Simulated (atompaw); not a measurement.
## PBE PAW (atompaw) dataset for Cd (Z = 48), scalar-relativistic all-electron reference.

```json
{
 "Element": "Cd (Z = 48)",
 "Generator": "atompaw 4.2.0.5",
 "Type": "PAW",
 "Functional": "PBE",
 "Relativity": "scalar-relativistic",
 "Frozen core": "[Kr] 4d10",
 "Valence charge": "2",
 "Reference configuration": "5s2 5p0",
 "Partial waves": "5s (bound): rc 2.65 bohr; 5s channel at -0.05 Ry: rc 2.65 bohr; 5p (bound, empty): rc 2.65 bohr; 5p channel at 1.3 Ry: rc 1.10 bohr; 5d channel at 0.15 Ry: rc 2.10 bohr; 5d channel at 1.9 Ry: rc 2.10 bohr",
 "Local potential": "ultrasoft scheme with l = 3 at 0 Ry, radius 1.75 bohr",
 "Core correction": "smooth core density matched at 1.90 bohr",
 "Augmentation charge": "besselshape compensation charge, radius 2.20 bohr; PAW radius 2.65 bohr; waves and projectors: modrrkj vanderbiltortho"
}
```

All-electron outer shells of the reference configuration (PBE, scalar-relativistic, ld1.x):

```
shell  level (eV)  outermost node (bohr)  outermost maximum (bohr)
   4p      -66.97                   0.43                      0.84
   4d      -11.73                   0.42                      0.98
   5s       -5.66                   1.07                      2.35
   5p       -1.18                   1.20                      3.33
```

**Question.** Does the generator finish with these settings?

**Answer.** No. atompaw 4.2.0.5 stopped with "atompaw: The overlap operator has at least one negative eigenvalue!": the overlap operator built from these waves and projectors is not positive definite.
